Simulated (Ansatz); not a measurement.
Sn5H7⁺. Total charge 1; singlet. Geometry PBE-D4/def2-SVP; atoms count from 1.

Cartesian coordinates in Å:
```
Sn 0.936 3.294 0.264
Sn 0.791 0.597 -0.814
Sn -1.797 1.862 -0.911
Sn 2.378 -3.467 1.156
Sn -0.090 -2.365 -0.277
H -2.380 2.716 -2.294
H 0.838 -4.419 0.857
H -1.041 3.429 -0.048
H 0.973 -2.048 1.374
H 0.602 1.477 1.039
H -3.031 1.718 0.296
H 1.820 -2.794 -0.643
```

In the def2 sets Sn takes a core potential; there is no spin–orbit coupling. The restricted singlet is unstable towards broken spin symmetry in Hartree–Fock (as tested in another run); at PBE0-D4/def2-TZVP this wasn't settled. Another isomer (singlet) lies 0.62 eV lower at PBE0-D4/def2-TZVP; other spin states weren't run for this one.

Question: Estimate the Mulliken populations from the PBE0/def2-TZVP orbitals of Ansatz.

Answer: 
| atom | charge (e) |
| --- | --- |
| Sn1 | 0.31 |
| Sn2 | 0.02 |
| Sn3 | 0.12 |
| Sn4 | 0.29 |
| Sn5 | 0.27 |
| H6 | 0.02 |
| H7 | -0.02 |
| H8 | 0.00 |
| H9 | -0.01 |
| H10 | -0.01 |
| H11 | 0.01 |
| H12 | -0.01 |
Mulliken values and Mayer orders depend strongly on the basis.

Question: And the Mayer bond orders between bonded heavy atoms (over 0.3)?

Answer: Sn1–Sn2 0.87 (2.91 Å); Sn1–Sn3 0.34 (3.30 Å); Sn2–Sn3 0.87 (2.88 Å); Sn2–Sn5 0.56 (3.14 Å); Sn4–Sn5 0.60 (3.06 Å).
